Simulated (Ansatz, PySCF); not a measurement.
Molecule: sum formula Si2NH7, net charge 0, singlet state. 
Geometry from a B3LYP-D3(BJ)/def2-TZVP (Ansatz, a program for electronic structure) optimisation:
```xyz
10

Si     1.5374    -0.1545     0.2780
N     -0.0087    -0.3951    -0.4600
Si    -1.5332     0.3284    -0.0787
H      2.5841     0.0409    -0.7549
H      1.4386     1.0483     1.1322
H      1.9584    -1.3052     1.1173
H     -0.0383    -1.1112    -1.1744
H     -2.4596    -0.6104     0.6041
H     -2.2124     0.7953    -1.3121
H     -1.2684     1.4741     0.8178
```

Total electronic energies in hartree. Cores are frozen in the correlated levels unless marked. Spin-orbit coupling is left out. No relativistic terms. Basis-set limits of correlation are two-point, X^-3; Hartree-Fock from the larger set.

| level | program | energy (Eh) |
|---|---|---|
| HF/cc-pV(T+d)Z | Ansatz | -636.49140 |
| HF-D4/def2-TZVPD | PySCF + dftd4 | -636.50704 |
| PBE-D3(BJ)/def2-TZVPD | Ansatz + dftd3 | -637.64137 |
| PBE0-D4/def2-TZVPD | Ansatz + dftd4 | -637.71076 |
| B2PLYP/def2-TZVPD | Ansatz | … |
| RI-MP2/CBS(aug-cc-pV(T+d)Z,aug-cc-pV(Q+d)Z) | Ansatz | -637.0350 |
| SCS-MP2/aug-cc-pV(D+d)Z | Ansatz | -636.86058 |
| CCSD/CBS(cc-pV(T+d)Z,cc-pV(Q+d)Z) | Ansatz | -637.0726 |
| CCSD(T)/CBS(cc-pV(T+d)Z,cc-pV(Q+d)Z) | Ansatz | -637.0935 |

**Question.** Some entries are withheld; supply them.

**Answer.** 
- B2PLYP/def2-TZVPD, energy (Eh): -637.72764
